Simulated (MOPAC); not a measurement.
MOPAC input (PM3):

```
PM3 1SCF GEO-OK AUX(PRECISION=9) THREADS=1
Br2F2Si

F    -0.00352200 1    1.68800700 1   -1.15610800 1
Si   -0.01083700 1    0.66568700 1    0.04695100 1
F    -0.04851200 1    1.50829300 1    1.38154400 1
Br    1.82841900 1   -0.51688000 1   -0.00418900 1
Br   -1.81070400 1   -0.57130000 1   -0.07256100 1
```

From the output:

```
                                                       MOPAC v23.2.5 Linux

          FINAL HEAT OF FORMATION =       -235.98062 KCAL/MOL =    -987.34293 KJ/MOL

          COSMO AREA              =        131.73 SQUARE ANGSTROMS
          COSMO VOLUME            =        124.06 CUBIC ANGSTROMS

          IONIZATION POTENTIAL    =         12.203042 EV
          HOMO LUMO ENERGIES (EV) =        -12.203 -2.308
          NO. OF FILLED LEVELS    =         16
          MOLECULAR WEIGHT        =        225.8903         POINT GROUP:  C2v

          MOLECULAR DIMENSIONS (Angstroms)

            Atom       Atom       Distance
           Br     5   Br     4     3.64017
            F     1    F     3     2.54441
            F     1   Br     4     2.14784

          SCF CALCULATIONS        =          1

   ATOM   CHEMICAL          X               Y               Z
  NUMBER   SYMBOL      (ANGSTROMS)     (ANGSTROMS)     (ANGSTROMS)

     1       F         -0.00352200  *   1.68800700  *  -1.15610800  *
     2      Si         -0.01083700  *   0.66568700  *   0.04695100  *
     3       F         -0.04851200  *   1.50829300  *   1.38154400  *
     4      Br          1.82841900  *  -0.51688000  *  -0.00418900  *
     5      Br         -1.81070400  *  -0.57130000  *  -0.07256100  *

                             CARTESIAN COORDINATES

   1    F       -0.003522000     1.688007000    -1.156108000
   2   Si       -0.010837000     0.665687000     0.046951000
   3    F       -0.048512000     1.508293000     1.381544000
   4   Br        1.828419000    -0.516880000    -0.004189000
   5   Br       -1.810704000    -0.571300000    -0.072561000

           Empirical Formula: F2 Si Br2  =     5 atoms

      MOLECULAR POINT GROUP   :   C2v

                  EIGENVALUES
 -23.29914 -22.33652 -20.09012 -19.60528 -17.71443 -17.41718 -17.16384 -17.08434
 -16.48469 -16.26354 -14.24537 -13.28660 -12.52832 -12.47334 -12.40008 -12.20304
  -2.30791  -0.81208   0.83071   0.85569

              NET ATOMIC CHARGES AND DIPOLE CONTRIBUTIONS

  ATOM NO.   TYPE          CHARGE      No. of ELECS.   s-Pop       p-Pop
    1          F          -0.253436        7.2534     1.59953     5.65391
    2         Si           1.250038        2.7500     0.81974     1.93022
    3          F          -0.253436        7.2534     1.59953     5.65391
    4         Br          -0.371583        7.3716     1.84889     5.52269
    5         Br          -0.371583        7.3716     1.84889     5.52269
 DIPOLE           X         Y         Z       TOTAL
 POINT-CHG.    -0.033     2.048     0.144     2.054
 HYBRID         0.003    -0.163    -0.012     0.164
 SUM           -0.031     1.885     0.133     1.890

          ATOMIC ORBITAL ELECTRON POPULATIONS

     Atom    s        px        py        pz
    1  F   1.59953   1.94325   1.85996   1.85070
    2 Si   0.81974   0.62923   0.65466   0.64633
    3  F   1.59953   1.94314   1.88644   1.82432
    4 Br   1.84889   1.66700   1.87427   1.98142
    5 Br   1.84889   1.67872   1.86351   1.98046

 **********************
 *                    *
 * JOB ENDED NORMALLY *
 *                    *
 **********************

 == MOPAC DONE ==
```

The geometry given is a B3LYP-D3(BJ)/def2-TZVP minimum.
